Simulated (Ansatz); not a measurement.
C$_{4}$H$_{13}$InN$_{2}$, singlet, geometry from GFN2-xTB (such geometries of metal compounds can be far from the true shape) (all electrons, no relativity), with bond 19-14 at 1.8 times its length; CASSCF(2,3)/STO-3G (Ansatz, a quantum-chemistry and plane-wave program).

Ansatz was given this input:
Ansatz 0.2 input:
```yaml
crystal:
  periodic: [false, false, false]
  atoms:
    - {symbol: In, position_ang: [-0.13579977, 0.14234575, -0.18926099]}
    - {symbol: C, position_ang: [0.83573534, -1.00537300, -1.91119522]}
    - {symbol: C, position_ang: [0.39311474, -0.43159137, -3.24288459]}
    - {symbol: H, position_ang: [0.55209273, -2.05421989, -1.81608093]}
    - {symbol: H, position_ang: [1.91518375, -0.92267307, -1.77903540]}
    - {symbol: H, position_ang: [0.69054648, 0.61423489, -3.33420436]}
    - {symbol: H, position_ang: [-0.69109611, -0.48735136, -3.34831695]}
    - {symbol: H, position_ang: [0.84374905, -0.98397791, -4.07073699]}
    - {symbol: N, position_ang: [-1.43815929, 1.74228377, -0.48086799]}
    - {symbol: H, position_ang: [-1.32303537, 2.16684746, -1.39586193]}
    - {symbol: H, position_ang: [-1.28516416, 2.48237424, 0.19792176]}
    - {symbol: N, position_ang: [0.45846026, -0.11455330, 1.83955718]}
    - {symbol: C, position_ang: [1.12799829, -1.35250267, 2.16336043]}
    - {symbol: C, position_ang: [-0.50481967, 0.25103487, 2.85218434]}
    - {symbol: H, position_ang: [1.75196622, -1.20963847, 3.05490039]}
    - {symbol: H, position_ang: [0.43218186, -2.18049750, 2.37439887]}
    - {symbol: H, position_ang: [1.77661069, -1.64002126, 1.33243452]}
    - {symbol: H, position_ang: [-1.21523280, -0.55890478, 3.08346886]}
    - {symbol: H, position_ang: [0.43634574, 0.71823488, 4.52541457]}
    - {symbol: H, position_ang: [-1.06594258, 1.12477526, 2.51353036]}
basis:
  gaussian:
    orbitals: STO-3G
hamiltonian:
  xc: hf
magnetization: {spin_polarized: false}
correlation: {active_space: {window: {electrons: 2, orbitals: 3}}}
```

**Question.** Write the output that Ansatz gives for this input, abridged.

**Answer.** 
```
Functional definition: HF
977 factors; integrals over basis functions are off by at most 6.8e-5 eV
mean field evaluation 1: about -161832.3154 eV, gradient 2.7e1 eV
mean field evaluation 2: about -161832.6512 eV, gradient 2.7e1 eV
mean field evaluation 4: about -161836.0581 eV, gradient 2.5e0 eV
mean field evaluation 8: about -161836.0963 eV, gradient 8.8e-4 eV
mean field -161836.09629496 eV, -5947.3668423938 hartree, gradient 9.8e-6 eV, S^2 0.000000; 0 other end points of the search recorded, 0 dependent functions left out
reference -161836.09629496 eV, -5947.3668423938 hartree; 50, 50 occupied and 20, 20 virtual orbitals, 977 factors
state -161838.36847630 eV, -5947.4503435178 hartree
Total energy: -161838.36847630 eV, -5947.4503435178 hartree
```
